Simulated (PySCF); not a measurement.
C$_{2}$H$_{8}$BN, singlet, at a GFN2-xTB geometry; PBE/cc-pVDZ, polarisability (PySCF).

Input for PySCF:
```python
from pyscf import gto, scf, dft
from pyscf.prop import polarizability

mol = gto.M(
    atom='''
B    -0.589798   -0.099154    0.840430
H    -1.510874   -0.380276    1.513981
C     0.702699    0.601330    1.443577
H     1.596110   -0.001741    1.286108
H     0.617923    0.774572    2.513065
H     0.890527    1.567148    0.976040
N    -0.679173   -0.405085   -0.504147
C     0.292715   -0.174380   -1.548427
H    -1.511281   -0.850439   -0.864031
H    -0.119668    0.473354   -2.327998
H     0.595712   -1.117319   -2.013624
H     1.172263    0.304360   -1.127567
''',
    basis='cc-pvdz',
    charge=0,
    spin=0,
    verbose=4,
)

mf = dft.RKS(mol)
mf.xc = 'pbe'
mf.kernel()
alpha = mf.Polarizability().polarizability()[2, 2]
print('alpha_zz =', alpha)
```

It wrote (shortened):

```
site-packages/pyscf/prop/efg/rhf.py:45: UserWarning: Module EFG is under testing
  warnings.warn('Module EFG is under testing')
site-packages/pyscf/prop/efg/dhf.py:30: UserWarning: Module EFG is under testing
  warnings.warn('Module EFG is under testing')
site-packages/pyscf/prop/zfs/uhf.py:40: UserWarning: Module ZFS is under testing
  warnings.warn('Module ZFS is under testing')
site-packages/pyscf/prop/gtensor/uhf.py:43: UserWarning: Module g-tensor is under testing
  warnings.warn('Module g-tensor is under testing')
site-packages/pyscf/prop/gtensor/uks.py:41: UserWarning: Module g-tensor is under testing
  warnings.warn('Module g-tensor is under testing')
site-packages/pyscf/prop/hfc/uks.py:35: UserWarning: Module HFC is under testing
  warnings.warn('Module HFC is under testing')
site-packages/pyscf/prop/magnetizability/rhf.py:39: UserWarning: Module magnetizability is under testing
  warnings.warn('Module magnetizability is under testing')
site-packages/pyscf/prop/magnetizability/uhf.py:37: UserWarning: Module magnetizability is under testing
  warnings.warn('Module magnetizability is under testing')
site-packages/pyscf/prop/magnetizability/rks.py:37: UserWarning: Module magnetizability is under testing
  warnings.warn('Module magnetizability is under testing')
site-packages/pyscf/prop/magnetizability/uks.py:39: UserWarning: Module magnetizability is under testing
  warnings.warn('Module magnetizability is under testing')
site-packages/pyscf/prop/polarizability/uhf.py:34: UserWarning: Module polarizability is under testing
  warnings.warn('Module polarizability is under testing')
site-packages/pyscf/prop/polarizability/rks.py:29: UserWarning: Module polarizability is under testing
  warnings.warn('Module polarizability is under testing')
site-packages/pyscf/prop/polarizability/uks.py:29: UserWarning: Module polarizability is under testing
  warnings.warn('Module polarizability is under testing')
PySCF version 2.14.0

[INPUT] verbose = 4
[INPUT] num. atoms = 12
[INPUT] num. electrons = 32
[INPUT] charge = 0
[INPUT] spin (= nelec alpha-beta = 2S) = 0
[INPUT] symmetry False subgroup None
[INPUT] Mole.unit = angstrom
[INPUT] Symbol           X                Y                Z      unit          X                Y                Z       unit  Magmom
[...]
nuclear repulsion = 116.740410126188
number of shells = 44
number of NR pGTOs = 160
number of NR cGTOs = 96
basis = cc-pvdz
ecp = {}

******** <class 'pyscf.dft.rks.RKS'> ********
method = RKS
initial guess = minao
damping factor = 0
level_shift factor = 0
DIIS = <class 'pyscf.scf.diis.CDIIS'>
diis_start_cycle = 1
diis_space = 8
diis_damp = 0
SCF conv_tol = 1e-09
SCF conv_tol_grad = None
SCF max_cycles = 50
direct_scf = True
direct_scf_tol = 1e-13
XC library pyscf.dft.libxc version 7.1.2
    S. Lehtola, C. Steigemann, M. J. T. Oliveira, and M. A. L. Marques,  SoftwareX 7, 1–5 (2018)
XC functionals = pbe
    J. P. Perdew, K. Burke, and M. Ernzerhof,  Phys. Rev. Lett. 77, 3865 (1996)
    J. P. Perdew, K. Burke, and M. Ernzerhof,  Phys. Rev. Lett. 78, 1396 (1997)
    J. P. Perdew, K. Burke, and M. Ernzerhof,  Phys. Rev. Lett. 77, 3865 (1996)
    J. P. Perdew, K. Burke, and M. Ernzerhof,  Phys. Rev. Lett. 78, 1396 (1997)
radial grids:
    Treutler-Ahlrichs [JCP 102, 346 (1995); DOI:10.1063/1.469408] (M4) radial grids

becke partition: Becke, JCP 88, 2547 (1988); DOI:10.1063/1.454033
pruning grids: <function nwchem_prune>
grids dens level: 3
symmetrized grids: False
atomic radii adjust function: <function treutler_atomic_radii_adjust>
small_rho_cutoff = 0
Set gradient conv threshold to 3.16228e-05
Initial guess from minao.
tot grids = 134648
init E= -160.496812842011
[...]
cycle= 1 E= -160.348498512228  delta_E= 0.148  |g|= 0.545  |ddm|= 3.02
[...]
cycle= 2 E= -160.255472140016  delta_E= 0.093  |g|= 0.806  |ddm|=  1.4
[...]
cycle= 3 E= -160.432632561728  delta_E= -0.177  |g|= 0.091  |ddm|= 0.876
[...]
cycle= 4 E= -160.434241757576  delta_E= -0.00161  |g|= 0.0468  |ddm|= 0.101
[...]
cycle= 5 E= -160.434755160953  delta_E= -0.000513  |g|= 0.00768  |ddm|= 0.0385
[...]
cycle= 6 E= -160.434768463524  delta_E= -1.33e-05  |g|= 0.0026  |ddm|= 0.00856
[...]
cycle= 7 E= -160.43477038807  delta_E= -1.92e-06  |g|= 0.000355  |ddm|= 0.00264
[...]
cycle= 8 E= -160.434770416626  delta_E= -2.86e-08  |g|= 0.000136  |ddm|= 0.000403
[...]
cycle= 9 E= -160.434770421247  delta_E= -4.62e-09  |g|= 4.37e-05  |ddm|= 0.000144
[...]
cycle= 10 E= -160.434770421758  delta_E= -5.11e-10  |g|= 7.5e-06  |ddm|= 4.18e-05
[...]
Extra cycle  E= -160.434770421753  delta_E= 5.57e-12  |g|= 9.14e-06  |ddm|= 1.49e-05
converged SCF energy = -160.434770421753
Isotropic polarizability 44.2049369875
Polarizability anisotropy 16.9901582364
alpha_zz = 55.044806914926184
```
